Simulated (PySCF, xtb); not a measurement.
selenium dioxide anion (O₂Se), SMILES O=[Se]=O (connectivity only; charge and spin as stated), charge -1, multiplicity 2.

Harmonic wavenumbers (cm⁻¹) from GFN2-xTB (xtb) at its own minimum, in rising order: 363, 748, 783.

Task: What does TPSSh-D3(BJ)/def2-SVPD in PySCF 2.14.0 give at its own minimum? (Estimate from the structure and the level; the computed values follow.)

Result: 314, 799, 811. Paired by order, the mean absolute difference is 43 cm⁻¹ and the zero-point energies are 2.7 and 2.8 kcal/mol.
